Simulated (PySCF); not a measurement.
Compound: C11H14.
Cartesian coordinates in Å at the PBE0-D3(BJ)/def2-SVP level; atoms count from 1:
```xyz
25
C11H14 angstrom
C      3.6798    1.1987    0.1426
C      2.9654   -0.1363    0.2702
C      1.5372   -0.0025    0.7947
C      0.8427   -1.3220    0.9121
C     -0.4301   -1.6297    0.6099
C     -1.4994   -0.7357    0.1450
C     -2.4702   -1.2375   -0.7387
C     -3.4971   -0.4302   -1.2169
C     -3.5896    0.9001   -0.8076
C     -2.6526    1.4069    0.0914
C     -1.6218    0.5994    0.5658
H      4.7091    1.0741   -0.2259
H      3.1549    1.8662   -0.5598
H      3.7332    1.7187    1.1126
H      2.9405   -0.6431   -0.7097
H      3.5358   -0.8043    0.9395
H      1.5709    0.4913    1.7857
H      0.9646    0.6747    0.1403
H      1.4777   -2.1508    1.2498
H     -0.7160   -2.6850    0.6846
H     -2.4046   -2.2805   -1.0604
H     -4.2337   -0.8424   -1.9110
H     -4.3972    1.5358   -1.1781
H     -2.7307    2.4407    0.4370
H     -0.9209    1.0002    1.2995
```

The closed-shell ground state was solved at several levels (PySCF, density fitting, gas phase, non-relativistic).

```
         level  basis functions  total energy (Eh)  HOMO (eV)  LUMO (eV)  gap (eV)  dipole (D)
PBE0/def2-SVPD              332          -426.7828      -6.48      -0.85      5.63        0.44
 PBE0/pcSseg-1              257          -427.0106      -6.49      -0.82      5.67        0.45
```

Estimate the row for B3LYP/pcJ-1, a basis of 437 functions; the other rows only guide the guess.

Total energy -427.6160 Eh, HOMO -6.25 eV, LUMO -0.97 eV, gap 5.28 eV, dipole 0.40 D.

Over all these levels, which gives the widest orbital gap and which the narrowest?

PBE0/pcSseg-1 (global hybrid, 25 % exact exchange) has the widest, 5.67 eV, and B3LYP/pcJ-1 (global hybrid, 20 % exact exchange) the narrowest, 5.28 eV. Functional and basis both differ between the two, so the spread mixes both effects.

How far do the dipole and the HOMO energy spread over the levels?

The dipole runs from 0.40 to 0.45 D (mean 0.43 D) and the HOMO from -6.49 to -6.25 eV.

One conformer stands for the species.
